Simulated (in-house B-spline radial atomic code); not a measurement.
Excitations of the caesium ion Cs⁷⁺ by several methods

Full response, energies in eV; labels give the largest channel, * marks a mixed state, a dash one above the method's threshold, and an imaginary frequency an unstable closed-shell reference. Computed with an all-electron radial atomic-structure program (B-spline basis): linear response of the closed shell [Kr] 4d10 5s2 with each method's own kernel (bare exchange for TDHF, static screening on G0W0 levels for BSE, the adiabatic kernel for functionals); scalar-relativistic (spin-free one-electron X2C), finite nucleus, no spin-orbit coupling, no double excitations, S, P, D and F terms only; shells from n = 3 respond. Only terms of natural parity with L up to 3 were computed.

Spin-orbit coupling is strong here, so these LS terms don't match observed levels.

```json
{"method": "TDHF", "5s → 5p 3P": "12.911", "5s → 5p 1P": "18.616", "5s → 4f 3F": "31.48", "α (bohr³)": "4.207"}
{"method": "BSE on G0W0@HF", "5s → 5p 3P": "14.566", "5s → 5p 1P": "19.748", "5s → 4f 3F": "34.84", "α (bohr³)": "3.805"}
{"method": "LDA VWN5", "5s → 5p 3P": "15.653", "5s → 5p 1P": "20.141", "5s → 4f 3F": "31.37", "α (bohr³)": "3.653"}
{"method": "PBE", "5s → 5p 3P": "15.403", "5s → 5p 1P": "20.017", "5s → 4f 3F": "30.82", "α (bohr³)": "3.701"}
{"method": "PBE0", "5s → 5p 3P": "14.886", "5s → 5p 1P": "19.628", "5s → 4f 3F": "30.93", "α (bohr³)": "3.83"}
{"method": "B3LYP (VWN-RPA)", "5s → 5p 3P": "15.021", "5s → 5p 1P": "19.891", "5s → 4f 3F": "31.21", "α (bohr³)": "3.74"}
{"method": "CAM-B3LYP", "5s → 5p 3P": "14.934", "5s → 5p 1P": "19.825", "5s → 4f 3F": "31.27", "α (bohr³)": "3.755"}
{"method": "LC-wPBE", "5s → 5p 3P": "14.715", "5s → 5p 1P": "19.486", "5s → 4f 3F": "30.65", "α (bohr³)": "3.849"}
{"method": "wB97X", "5s → 5p 3P": "15.496", "5s → 5p 1P": "19.371", "5s → 4f 3F": "31.29", "α (bohr³)": "3.89"}
{"method": "HSE06", "5s → 5p 3P": "?", "5s → 5p 1P": "?", "5s → 4f 3F": "?", "α (bohr³)": "?"}
{"method": "BHandHLYP", "5s → 5p 3P": "14.395", "5s → 5p 1P": "19.490", "5s → 4f 3F": "31.36", "α (bohr³)": "3.878"}
{"method": "BLYP", "5s → 5p 3P": "15.315", "5s → 5p 1P": "20.181", "5s → 4f 3F": "31.08", "α (bohr³)": "3.647"}
{"method": "PBEsol", "5s → 5p 3P": "15.246", "5s → 5p 1P": "19.907", "5s → 4f 3F": "30.83", "α (bohr³)": "3.734"}
{"method": "BP86", "5s → 5p 3P": "15.263", "5s → 5p 1P": "19.878", "5s → 4f 3F": "30.83", "α (bohr³)": "3.741"}
{"method": "LDA exchange-only", "5s → 5p 3P": "?", "5s → 5p 1P": "?", "5s → 4f 3F": "?", "α (bohr³)": "?"}
{"method": "B97-1", "5s → 5p 3P": "15.596", "5s → 5p 1P": "19.724", "5s → 4f 3F": "31.12", "α (bohr³)": "3.802"}
{"method": "RPBE", "5s → 5p 3P": "15.191", "5s → 5p 1P": "19.876", "5s → 4f 3F": "30.49", "α (bohr³)": "3.751"}
{"method": "OLYP", "5s → 5p 3P": "14.634", "5s → 5p 1P": "19.786", "5s → 4f 3F": "29.742", "α (bohr³)": "3.787"}
```

Question: What does HSE06 give?

Answer: 5s → 5p 3P: 14.841; 5s → 5p 1P: 19.575; 5s → 4f 3F: 31.07; α: 3.841 (eV, bohr³).

Question: What does LDA exchange-only give?

Answer: 5s → 5p 3P: 14.994; 5s → 5p 1P: 20.112; 5s → 4f 3F: 31.40; α: 3.665 (eV, bohr³).
